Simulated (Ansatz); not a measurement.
The cluster Ca2S2, 4 atoms. Hardware: 4 threads of Arm Neoverse V1 on a shared host.

Correlated methods freeze 20 core orbitals; core or outer-core shells of Ca are correlated, in sets that lack core-valence functions.

**Question.** How many basis functions does each of these Ansatz runs have, and roughly what does it cost? PBE-D4/def2-TZVP, charge 0 singlet, energy, from earlier orbitals; B97M-V/def2-TZVP, charge 0 quintet, energy, from earlier orbitals; r2SCAN-D4/def2-TZVP, charge 0 quintet, relaxation, 14 steps; HF/def2-TZVP, charge 0 triplet, energy, from earlier orbitals; B3LYP-D4/def2-TZVP, charge 0 quintet, energy, from earlier orbitals; PBE with 35 % exact exchange/def2-TZVP, charge 0 quintet, energy, from earlier orbitals; r2SCAN-D4/def2-TZVP, charge 1 doublet at the geometry of the charge 0 singlet, energy, from earlier orbitals; PBE-D4/def2-TZVP, charge 0 quintet, energy, from earlier orbitals; PBE0-D4/def2-SVP, charge -1 doublet at the geometry of the charge 0 singlet, energy with a search over starts; RPA@PBE/def2-TZVP, charge 0 triplet, energy, from earlier orbitals; PBE with 10 % exact exchange/def2-TZVP, charge 0 triplet, energy, from earlier orbitals; PBE with 50 % exact exchange/def2-TZVP, charge 0 triplet, energy, from earlier orbitals.

**Answer.** Other jobs shared the machine, so times can vary by a factor of up to 3. A dash marks memory too small to be measured apart from the calling script's.

```json
{"run": "PBE-D4/def2-TZVP, charge 0 singlet, energy, from earlier orbitals", "functions": "146", "fitting or Cholesky vectors": "1256", "wall time": "1.4 s", "peak host memory (GiB)": "–"}
{"run": "PBE with 10 % exact exchange/def2-TZVP, charge 0 triplet, energy, from earlier orbitals", "functions": "146", "fitting or Cholesky vectors": "1194", "wall time": "4.1 s", "peak host memory (GiB)": "–"}
{"run": "RPA@PBE/def2-TZVP, charge 0 triplet, energy, from earlier orbitals", "functions": "146", "fitting or Cholesky vectors": "1194", "wall time": "4.3 s", "peak host memory (GiB)": "–"}
{"run": "PBE0-D4/def2-SVP, charge -1 doublet at the geometry of the charge 0 singlet, energy with a search over starts", "functions": "84", "fitting or Cholesky vectors": "864", "wall time": "4.4 s", "peak host memory (GiB)": "–"}
{"run": "PBE with 50 % exact exchange/def2-TZVP, charge 0 triplet, energy, from earlier orbitals", "functions": "146", "fitting or Cholesky vectors": "1194", "wall time": "5.5 s", "peak host memory (GiB)": "–"}
{"run": "PBE-D4/def2-TZVP, charge 0 quintet, energy, from earlier orbitals", "functions": "146", "fitting or Cholesky vectors": "1256", "wall time": "6.5 s", "peak host memory (GiB)": "–"}
{"run": "PBE with 35 % exact exchange/def2-TZVP, charge 0 quintet, energy, from earlier orbitals", "functions": "146", "fitting or Cholesky vectors": "1194", "wall time": "7 s", "peak host memory (GiB)": "0.58"}
{"run": "HF/def2-TZVP, charge 0 triplet, energy, from earlier orbitals", "functions": "146", "fitting or Cholesky vectors": "1194", "wall time": "7 s", "peak host memory (GiB)": "–"}
{"run": "B3LYP-D4/def2-TZVP, charge 0 quintet, energy, from earlier orbitals", "functions": "146", "fitting or Cholesky vectors": "1194", "wall time": "7.5 s", "peak host memory (GiB)": "0.58"}
{"run": "r2SCAN-D4/def2-TZVP, charge 1 doublet at the geometry of the charge 0 singlet, energy, from earlier orbitals", "functions": "146", "fitting or Cholesky vectors": "1256", "wall time": "16 s", "peak host memory (GiB)": "–"}
{"run": "B97M-V/def2-TZVP, charge 0 quintet, energy, from earlier orbitals", "functions": "146", "fitting or Cholesky vectors": "1256", "wall time": "34 s", "peak host memory (GiB)": "0.68"}
{"run": "r2SCAN-D4/def2-TZVP, charge 0 quintet, relaxation, 14 steps", "functions": "146", "fitting or Cholesky vectors": "1256", "wall time": "54 s", "peak host memory (GiB)": "–"}
```
